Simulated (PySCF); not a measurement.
# Structure elucidation problem

The spectra below were simulated for a compound C$_{6}$H$_{10}$O$_{3}$.

¹H NMR (300 MHz, computed): δ 5.69 (m, 1H), 3.93 (s, 3H), 2.44 (m, 2H), 2.36 (m, 2H), 1.82 (m, 1H), 1.62 (m, 1H).

¹³C{¹H} NMR (computed): δ 162.2 (C), 70.8 (CH), 55.8 (CH3), 31.6 (CH2), 12.5 (CH2).

Level of theory: GFN2-xTB structure, σ from GIAO-PBE0/pcSseg-1, in PySCF (single conformer, non-relativistic, no solvent, one averaged value for each set of equivalent atoms).

Chemical shifts δ = σref − σ; TMS for ¹H and ¹³C, all at this level.

Choose the structure that fits.
A. COC(=O)OC1CCC1
B. CC(=O)O[C@@H]1CC[C@H]1O
C. C=C(OCC)OC(C)=O

Results:

A. 

- The formula gives 2 degrees of unsaturation (1 ring in the answer).
- 5 carbon signals for 6 carbons: some carbons are equivalent by symmetry or fast rotation.
- Carbon types of the structure: 1 × C, 1 × CH, 3 × CH2, 1 × CH3, which accounts for all hydrogens.
- δC 162.2: carbonate carbon; lone-pair donation from the attached heteroatom keeps it upfield of a ketone carbonyl.
- δC 70.8: sp3 CH bonded to O; deshielded by the electronegative neighbour.
- δC 31.6, 12.5: sp3 CH2 in a ring; saturated and bonded to C and H only.
- δH 5.69: hydrogen on an sp3 CH bonded to O; its carbon carries O, hence the downfield position.
- δH 3.93: hydrogen on a methyl carbon bonded to O; its carbon carries O, hence the downfield position.

The others: C=C(OCC)OC(C)=O would give 6 carbon signals, not 5; CC(=O)O[C@@H]1CC[C@H]1O would give 6 carbon signals, not 5.

Shifts are as computed. Against solution values, carbons near 30 ppm lie about +3 ppm off and those near 130 ppm about +5 ppm. Of 1211 compounds with measured shifts, 218 miss one by over three times the rms of a fit or turn the order of signals round; such compounds aren't used in these exercises. No couplings were computed; multiplicities are counted from neighbouring protons, with m where these are inequivalent, close in shift, in a saturated or five-membered ring or joined by F or P, and br s for small geminal =CH2 splittings.
